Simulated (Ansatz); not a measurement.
BH3N, SMILES [BH]N, multiplicity 2.

The structure is a stationary point at PBE0-D3(BJ)/def2-TZVP. The isomer is the one that the SMILES or the coordinates give; other isomers of the formula were not compared.

Two levels are set side by side: PBE/def2-TZVPD (Ansatz, a quantum-chemistry and plane-wave program) and PBE0/def2-TZVPD (Ansatz). Energy differences of separate SCF runs at the same geometry; the states with an electron removed or added have multiplicity 1 and 1. Differences are taken from unrounded values.

```
quantity                         PBE0   PBE  PBE minus PBE0
-------------------------------  ----  ----  --------------
vertical ionisation energy (eV)  8.18  8.11           -0.06
```

On these quantities the two levels nearly agree.
